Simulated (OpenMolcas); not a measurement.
Ni2+.

| Quantity | Value |
| --- | --- |
| Program | OpenMolcas 26.06 |
| Method | CASSCF |
| Basis | ANO-RCC-VTZP [6s5p3d2f1g] |
| Scalar Hamiltonian | DKH2, point nucleus |
| Active space | 8 electrons in 6 orbitals (3d 4s) |
| State averaging | 2S+1 = 5 even, 10 roots; 2S+1 = 3 even, 55 roots; 2S+1 = 1 even, 50 roots |
| Spin-orbit coupling | RASSI with atomic mean-field integrals over the reference wave functions, term energies averaged over their components |

Levels without dynamic correlation, in cm⁻¹ above 3d⁸ ³F₄:

| Level | E |
| --- | --- |
| 3d⁸ ³P₂ | 21780 |
| 3d⁸ ¹D₂ | 13739 |
| 3d⁸ ¹G₄ | 23454 |

On this reference, MS-CASPT2, IPEA 0.25 Eh, imaginary shift 0.1 Eh (closed shells correlated: 3s 3p) puts 3d⁸ ³P₂ at 16710 cm⁻¹.

Problem. Estimate the other levels at that method by one scale factor, and say how well it serves.

Solution. The factor is 16710 / 21780 = 0.767. Scaled values beside those that MS-CASPT2 gives and measured ones (Corliss and Sugar, J. Phys. Chem. Ref. Data 10, 197 (1981)):
```json
{"Level": "3d⁸ ¹D₂", "Scaled": "10538", "MS-CASPT2": "13180", "Miss (%)": "-20.0", "Measured": "14032"}
{"Level": "3d⁸ ¹G₄", "Scaled": "17989", "MS-CASPT2": "22810", "Miss (%)": "-21.1", "Measured": "23109"}
```
For these levels the scaled values miss MS-CASPT2 by up to 21.1 %, as correlation changes each term by its own factor, spin-orbit parts do not scale and CASPT2 has its own spread within terms. This holds within one configuration; levels of others move differently, and the target method has errors of its own against measurement.

CASPT2 does not keep the components of a term degenerate, so their means are used; among the terms shown or strongly mixed into the levels shown the widest spread is 1800 cm-1 (3d⁸ ³F, MS-CASPT2). Without dynamic correlation excited terms often stand tens of per cent too high (terms of higher spin than the ground term too low), and those without a measured partner can miss by more than the paired ones (holds for CASSCF). Some levels mix across a computed gap that differs much from the measured one, so their mixing is not that of the real levels (holds for MS-CASPT2). Computed and measured levels are paired by configuration, term and J; levels that our copy of the source lacks, or whose pairing is in doubt (as where it misses far off the trend of its configuration), stay unpaired and out of the deviations. Only configurations of the active space appear.
